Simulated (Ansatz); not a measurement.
A nudged elastic band was laid between two geometries of BH4NO + H3N (11 atoms, charge 0, multiplicity 1).

Theory: Ansatz 0.2.0, RKS B3LYP-D4/def2-mTZVP.

| Item | Value |
| --- | --- |
| movable images | 8 |
| climbing image | no |
| spring | 5.0 eV/Å² |
| optimiser | quadratic models (default) |
| start path | through a guess of the saddle point |
| force threshold | 0.05 eV/Å |
| iteration limit | 60 |
| end points | relaxed |

First end point:

```xyz
11
Properties=species:S:1:pos:R:3
B -0.069 -0.925 -0.197
O 0.559 -0.160 0.737
H 0.136 0.707 0.931
H 0.414 -1.982 -0.477
N -1.260 -0.541 -0.857
H -1.750 0.326 -0.690
H -1.708 -1.127 -1.543
N -0.478 2.426 1.433
H -1.189 2.412 2.159
H -0.805 3.059 0.707
H 0.351 2.852 1.840
```

Last end point:

```xyz
11
Properties=species:S:1:pos:R:3
B -0.629 0.785 -0.757
O 0.264 0.412 2.605
H 0.828 -0.361 2.476
H 0.005 0.870 -1.764
N -1.313 -0.411 -0.475
H -1.292 -1.204 -1.095
H -1.804 -0.592 0.389
N -0.622 1.886 0.151
H -1.318 1.991 0.879
H -0.236 2.774 -0.129
H 0.319 0.897 1.762
```

Q: Which bonds break or form, and what moves?

A: Bonds broken: B1–O2, N8–H11. Bonds formed: B1–N8, O2–H11. BH4NO + H3N becomes BH5N2 + H2O.

Q: What energy profile does the band end with?

A: It did not converge within its limit. The highest image is number 5 of 0 to 9, 0.71 eV above the first end and 0.30 eV above the last; the last end lies 0.41 eV above the first. The band didn't meet its force threshold, so its energies are provisional: the largest band force was still 0.08 eV/Å, and over the last iterations the top moved between 0.71 and 0.77 eV. Neighbouring images lie up to 1.7 Å apart, so the band is torn or far too coarse. The orbitals stay closed-shell, which can raise the energy where a bond breaks towards radicals; this wasn't checked here.

```json
{"image": "0", "path coordinate (Å)": "0.00", "energy (eV)": "0.00", "B1–O2 (Å)": "1.36", "N8–H11 (Å)": "1.02", "B1–N8 (Å)": "3.75"}
{"image": "1", "path coordinate (Å)": "1.71", "energy (eV)": "0.07", "B1–O2 (Å)": "1.37", "N8–H11 (Å)": "1.02", "B1–N8 (Å)": "3.47"}
{"image": "2", "path coordinate (Å)": "3.42", "energy (eV)": "0.30", "B1–O2 (Å)": "1.37", "N8–H11 (Å)": "1.02", "B1–N8 (Å)": "3.30"}
{"image": "3", "path coordinate (Å)": "5.13", "energy (eV)": "0.39", "B1–O2 (Å)": "1.38", "N8–H11 (Å)": "1.02", "B1–N8 (Å)": "2.77"}
{"image": "4", "path coordinate (Å)": "6.83", "energy (eV)": "0.53", "B1–O2 (Å)": "1.48", "N8–H11 (Å)": "1.02", "B1–N8 (Å)": "1.69"}
{"image": "5", "path coordinate (Å)": "8.54", "energy (eV)": "0.71", "B1–O2 (Å)": "2.62", "N8–H11 (Å)": "2.07", "B1–N8 (Å)": "1.43"}
{"image": "6", "path coordinate (Å)": "10.25", "energy (eV)": "0.41", "B1–O2 (Å)": "3.42", "N8–H11 (Å)": "2.15", "B1–N8 (Å)": "1.42"}
{"image": "7", "path coordinate (Å)": "11.97", "energy (eV)": "0.70", "B1–O2 (Å)": "3.57", "N8–H11 (Å)": "2.02", "B1–N8 (Å)": "1.43"}
{"image": "8", "path coordinate (Å)": "13.68", "energy (eV)": "0.70", "B1–O2 (Å)": "3.47", "N8–H11 (Å)": "2.19", "B1–N8 (Å)": "1.42"}
{"image": "9", "path coordinate (Å)": "15.39", "energy (eV)": "0.41", "B1–O2 (Å)": "3.50", "N8–H11 (Å)": "2.11", "B1–N8 (Å)": "1.43"}
```

Time of the run: 14 min on 2 threads of Arm Neoverse V1, with other jobs on the host, peak memory 0.23 GiB.
